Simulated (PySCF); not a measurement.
Si(F)2(Me)(NCO) (C₂H₃F₂NOSi), SMILES C[Si](F)(F)N=C=O.

Geometry: B3LYP-D3(BJ)/def2-SVP. One conformer was computed; it need not be the lowest.

Computed with M06-2X/def2-TZVP run with PySCF.

- total energy: -697.40568 hartree
- point group: Cs
- highest occupied level: -10.71 eV
- lowest empty level: 1.13 eV
- orbital gap: 11.84 eV
- dipole moment: 2.65 D
- quadrupole, principal values (traceless, Buckingham form, about the centre of nuclear charge): -7.69, 0.35, 7.34 D·Å
- mean static polarisability: 52.1 bohr³ (7.72 Å³)
- polarisability, principal values: 39.8, 43.0, 73.5 bohr³
